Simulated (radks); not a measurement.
Values are calculated unless marked as measured or tabulated.
The nuclear charge of the boron ion B2+ is varied continuously with 3 electrons held in [He] 2s1. Level of theory: scalar-relativistic Kohn-Sham, r2SCAN, spin-polarised, spherical densities, finite nucleus; open shells are filled with parallel spins first; meta-GGA in the generalised Kohn-Sham scheme; Fermi nuclear charge, rms radius 2.406 fm (a radial shooting solver on a logarithmic mesh with Libxc functionals). By the Hellmann-Feynman theorem dE/dZ = E(electron-nucleus)/Z, the electronic potential at the nucleus (averaged over a nucleus of fixed radius). The scalar-relativistic energy here is not variational (the density holds large components alone), so the two differ by a part that grows with Z.

Z    E (hartree)  E(electron-nucleus)/Z (hartree)  HOMO  e(HOMO) (eV)  <r> HOMO (bohr)
4      -14.32894                         -7.97596    2s       -14.621            2.260
4.2    -15.96924                         -8.42683    2s       -17.730            2.096
4.4    -17.69971                         -8.87768    2s       -21.115            1.954
4.6    -19.52036                         -9.32853    2s       -24.775            1.831
4.8    -21.43118                         -9.77939    2s       -28.710            1.723
5      -23.43218                         -10.2303    2s       -32.919            1.627
5.2    -25.52337                         -10.6812    2s       -37.402            1.542
5.4    -27.70476                         -11.1322    2s       -42.159            1.465
5.6    -29.97636                         -11.5833    2s       -47.190            1.396
5.8    -32.33817                         -12.0344    2s       -52.494            1.333
6      -34.79023                         -12.4855    2s       -58.072            1.275

The central difference of E at Z = 5 is -10.230 hartree, to compare with the third column; the second derivative is -2.25 hartree.
